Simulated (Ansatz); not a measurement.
B13N13H30, a nanocrystal cut from zinc blende BN (hydrogen-capped). The state is a triplet with charge 0. Geometry PBE-D4/def2-SVP, that of the neutral singlet.

```xyz
56

B    -0.854    0.711   -1.655
B    -2.284    1.461    0.405
B    -3.094   -0.511   -1.038
B    -0.773   -1.694   -0.712
B    -2.203   -0.928    1.342
B    -0.009    2.732   -0.223
B     1.362    1.978   -2.268
B     1.420   -0.468   -1.318
B     2.251    1.560    0.112
B     0.039    0.277    0.704
B     0.156   -2.152    1.691
B     2.336   -0.934    1.090
B     1.527   -2.907   -0.352
N    -2.303    0.877   -1.022
N    -0.097    2.109   -1.631
N    -1.485    2.843    0.374
N    -0.041   -0.287   -0.728
N    -1.427    0.453    1.280
N    -2.224   -1.470   -0.102
N     0.064   -2.656    0.237
N    -1.324   -1.914    2.239
N     0.773    1.683    0.672
N     2.122    0.958   -1.301
N     2.204   -1.460   -0.354
N     3.014    0.510    1.042
N     0.854   -0.730    1.618
H    -0.945    0.306   -2.803
H    -3.392    1.655    0.897
H    -3.131   -0.960   -2.180
H    -4.215   -0.357   -0.547
H    -0.861   -2.183   -1.827
H    -3.309   -0.801    1.860
H     0.519    3.840   -0.183
H     1.286    1.508   -3.399
H     1.926    3.075   -2.242
H     1.409   -0.914   -2.454
H     2.842    2.636    0.162
H     0.747   -2.904    2.461
H     2.987   -1.653    1.843
H     1.450   -3.336   -1.500
H     2.154   -3.659    0.399
H    -2.861    1.474   -1.646
H    -0.581    2.748   -2.275
H    -2.019    3.517   -0.194
H    -1.473    3.281    1.306
H    -1.410    0.830    2.239
H    -2.731   -2.364   -0.141
H    -0.366   -3.590    0.210
H    -1.804   -2.824    2.293
H    -1.307   -1.601    3.220
H     0.843    2.089    1.617
H     3.050    0.866   -1.737
H     3.134   -1.634   -0.757
H     3.979    0.408    0.696
H     3.145    0.887    1.992
H     0.927   -0.382    2.585
```

Single mean-field runs in def2-TZVP are fitted with def2-universal-jkfit. At PBE-D4/def2-TZVP an occupied level of the charge 0 triplet lies above an empty one (by up to 0.08 eV), so this SCF solution is probably not the lowest. At PBE-D4/def2-TZVP the gap within one spin of the charge 0 triplet nearly closes, so an electron or hole may be smeared out by delocalisation error. At PBE0-D4/def2-TZVP a singlet of charge 0 lies 5.57 eV below the triplet at the same geometry.

**Question.** Estimate the α-spin orbital energies around the gap (eV) in Ansatz with PBE-D4/def2-TZVP, PBE0-D4/def2-TZVP.

**Answer.** 
| orbital | PBE-D4/def2-TZVP | PBE0-D4/def2-TZVP |
| --- | --- | --- |
| HOMO−5 | -6.79 | -8.11 |
| HOMO−4 | -6.78 | -8.10 |
| HOMO−3 | -6.75 | -8.06 |
| HOMO−2 | -6.69 | -7.98 |
| HOMO−1 | -6.60 | -7.86 |
| HOMO | -1.45 | -1.61 |
| LUMO | -0.82 | -0.11 |
| LUMO+1 | -0.79 | -0.05 |
| LUMO+2 | -0.59 | 0.12 |
| LUMO+3 | -0.04 | 0.72 |
| LUMO+4 | -0.02 | 0.77 |
| LUMO+5 | 0.08 | 0.89 |
| β HOMO | -6.45 | -7.43 |
| β LUMO | -6.52 | -6.72 |
